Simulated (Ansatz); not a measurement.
Frontier orbitals of C$_{2}$H$_{5}$BOSi, SMILES `BO[SiH2]C#C`.

```xyz
10

B    -0.8998    2.0230    0.0901
O    -0.7285    0.8446   -0.5418
Si    0.5912   -0.1405   -0.6886
C     0.3119   -1.6485    0.2892
C     0.1515   -2.6549    0.9336
H     0.0243    2.5374    0.6649
H    -1.9853    2.5286    0.0535
H     0.7271   -0.4986   -2.1163
H     1.8018    0.5529   -0.1887
H     0.0057   -3.5440    1.5040
```

Charge 0, multiplicity 1. The geometry is a stationary point of PBE0-D4/def2-TZVP. It is one conformer, not always the lowest. Basis def2-TZVPP, Ansatz 0.2.0.

| functional | HOMO (eV) | LUMO (eV) |
| --- | --- | --- |
| HF | -11.16 | 2.53 |

Q: Give HOMO and LUMO (eV) with LDA (SPW92), PBE, revPBE, BLYP, r2SCAN, B97M-V, PBE0, B3LYP, r2SCANh, r2SCAN0, HSE06 (plane-wave form), BHLYP, CAM-B3LYP, LC-ωPBE, ωB97X-V, ωB97M-V. (Estimate.)

A: The calculation gave: 
| functional | HOMO | LUMO |
| --- | --- | --- |
| LDA (SPW92) | -7.10 | -2.06 |
| PBE | -7.04 | -1.78 |
| revPBE | -7.01 | -1.68 |
| BLYP | -6.98 | -1.64 |
| r2SCAN | -7.36 | -1.43 |
| B97M-V | -7.48 | -1.52 |
| PBE0 | -8.46 | -0.78 |
| B3LYP | -8.24 | -1.01 |
| r2SCANh | -7.89 | -1.08 |
| r2SCAN0 | -8.64 | -0.58 |
| HSE06 (plane-wave form) | -8.06 | -1.16 |
| BHLYP | -9.54 | 0.24 |
| CAM-B3LYP | -9.84 | 0.30 |
| LC-ωPBE | -11.25 | 1.50 |
| ωB97X-V | -10.86 | 1.39 |
| ωB97M-V | -10.73 | 1.13 |

B3LYP here is the variant with VWN-RPA as its local correlation; programs differ in this. LC-ωPBE has ω = 0.4 bohr⁻¹. Positive LUMOs are unbound and depend on the basis.
